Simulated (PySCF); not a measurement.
These compounds are isomers of formula C$_{7}$H$_{9}$OPSi.

A. `CC(=O)c1cpccc1[SiH3]`
B. SMILES Cc1pccc(C=O)c1[SiH3]
C. `C[Si@@H](P)C#Cc1ccco1`
D. `InChI=1S/C7H9OPSi/c1-2-7(10)9-6-3-4-8-5-6/h2-5H,1H2,10H3`

Spectrum 1. ¹H NMR (300 MHz, computed): δ 10.82 (s, 1H), 9.40 (m, 1H), 8.86 (m, 1H), 4.89 (s, 3H), 3.15 (m, 3H). ¹³C{¹H} NMR (computed): δ 196.5 (CH), 187.1 (C), 168.4 (CH), 143.9 (C), 143.4 (C), 135.0 (CH), 32.5 (CH3).

Spectrum 2. ¹H NMR (300 MHz, computed): δ 7.47 (m, 1H), 7.05 (m, 1H), 6.69 (m, 1H), 4.91 (m, 1H), 1.37 (m, 2H), 0.47 (m, 3H). ¹³C{¹H} NMR (computed): δ 149.0 (CH), 142.3 (C), 127.1 (CH), 118.1 (CH), 106.7 (C), 106.3 (C), -1.7 (CH3).

Spectrum 3. ¹H NMR (300 MHz, computed): δ 9.90 (m, 1H), 9.47 (m, 1H), 8.96 (m, 1H), 4.78 (s, 3H), 2.91 (s, 3H). ¹³C{¹H} NMR (computed): δ 206.4 (C), 169.2 (CH), 165.3 (CH), 152.5 (C), 148.5 (CH), 145.0 (C), 27.4 (CH3).

Spectrum 4. ¹H NMR (300 MHz, computed): δ 7.69 (m, 1H), 7.68 (m, 1H), 7.60 (m, 1H), 6.61 (m, 1H), 5.74 (m, 1H), 5.66 (m, 1H), 4.32 (m, 3H). ¹³C{¹H} NMR (computed): δ 211.7 (C), 153.4 (CH), 152.6 (CH), 147.8 (CH), 135.8 (C), 125.0 (CH2), 122.2 (CH).

One averaged value for each set of equivalent atoms, isolated molecule, a single conformation, non-relativistic. GFN2-xTB geometry; shielding tensors at PBE0/pcSseg-1 (GIAO); PySCF 2.14.0 with density-fitted response routines.

Chemical shifts δ = σref − σ; ¹H (σ = 31.72 ppm), ¹³C (σ = 186.93 ppm) against TMS, all at this level. Splittings of carbon signals by F and P are missing where no couplings were computed. Where no couplings were computed, multiplicities follow the n + 1 count of equivalent neighbours, and m marks all less simple cases (inequivalent or close neighbours, rings, F or P nearby). Shifts are as computed. Against solution values, carbons near 30 ppm lie about +3 ppm off and those near 130 ppm about +5 ppm. Of 1211 compounds with measured shifts, 218 miss one by over three times the rms of a fit or turn the order of signals round; such compounds aren't used in these exercises.

Which spectrum belongs to which compound?

## Answers

1–B, 2–C, 3–A, 4–D.

- Spectrum 1 (B): 7 ¹³C signals; δC 196.5 is an aldehyde carbonyl carbon; δC 135.0 is an aromatic CH.
- Spectrum 2 (C): 7 ¹³C signals; δC 127.1 is an aromatic CH; δC -1.7 is a methyl carbon bonded to Si.
- Spectrum 3 (A): 7 ¹³C signals; δC 206.4 is a ketone carbonyl carbon; δC 27.4 is a methyl carbon α to a carbonyl.
- Spectrum 4 (D): 7 ¹³C signals; δC 153.4 is an alkene CH; δC 125.0 is a terminal =CH2 carbon.
